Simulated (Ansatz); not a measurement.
Reaction (ligand exchange at the Si–C bond): `N#CC[SiH3]` + `[OH][GeH]([F])[SH]` → `[OH][GeH]([F])[S][SiH3]` + acetonitrile

Calculated with Ansatz (gas phase, PBE0-D4/def2-TZVP geometries, no zero-point term in ΔE). CBS: MP2 limit from def2 TZ/QZ plus the TZ coupled-cluster correction, frozen cores. This one scheme is used for every species. Functionals use def2-TZVPP. B3LYP here is the variant with VWN-RPA as its local correlation; programs differ in this. For Ge outer-core shells are correlated without core-valence functions, which leaves a few kJ/mol of doubt a bond. Scalar relativity is left out up to krypton. Each species was taken in one conformer, which may not be the lowest.

`N#CC[SiH3]`:

```xyz
9

N     2.559   -0.895    0.131
C     1.621   -0.321   -0.207
C     0.417    0.375   -0.594
Si   -1.057   -0.104    0.506
H     0.178    0.143   -1.636
H     0.580    1.454   -0.526
H    -2.238    0.659    0.032
H    -1.307   -1.560    0.382
H    -0.753    0.250    1.913
```

`[OH][GeH]([F])[SH]`:

```xyz
7

O    -0.569    1.074    1.004
Ge    0.332   -0.283    0.345
F    -0.221   -1.739    1.102
S    -0.129   -0.644   -1.779
H    -1.494    1.068    0.745
H     1.794   -0.058    0.719
H     0.287    0.584   -2.136
```

`[OH][GeH]([F])[S][SiH3]`:

Z-matrix (Å, degrees):
```
Ge
F 1 1.739
S 1 2.184 2 111.1
O 1 1.764 2 104.1 3 116.1
H 1 1.529 2 106.5 3 -123.1
Si 3 2.154 1 98.1 2 84.7
H 4 0.962 1 111.8 2 18.8
H 6 1.482 3 110.8 1 -47.4
H 6 1.483 3 103.7 1 -165.5
H 6 1.480 3 111.5 1 76.4
```

`CC#N`:

Cartesian coordinates in Å:
```
C -0.151 0.219 -0.408
C 0.298 -0.432 0.807
N 0.653 -0.947 1.770
H -0.568 1.200 -0.177
H 0.686 0.346 -1.096
H -0.918 -0.385 -0.895
```

(1) Is it downhill or uphill in electronic energy at CCSD(T)/CBS, and by how much? (Best estimate.)

(2) What do these levels give: PBE-D4, B3LYP-D4, SCS-MP2/def2-TZVPP, SCS-MP2/def2-QZVPP, HF/CBS(def2), MP2/CBS(def2)? (Best estimate.)

Largest T1 diagnostic among the species: 0.013.

Answers

(1) Computed: Downhill: ΔE = -69.4 kJ/mol.

(2) The calculation gave: PBE-D4 -68.0, B3LYP-D4 -68.1, SCS-MP2/def2-TZVPP -67.0, SCS-MP2/def2-QZVPP -68.8, HF/CBS(def2) -66.1, MP2/CBS(def2) -72.8 kJ/mol.

The D4 term adds −5.3 kJ/mol with B3LYP and −2.8 kJ/mol with PBE0; it sums over pairs of atoms, weighted by their polarisabilities, and B3LYP, whose exchange is more repulsive, gets the larger term.
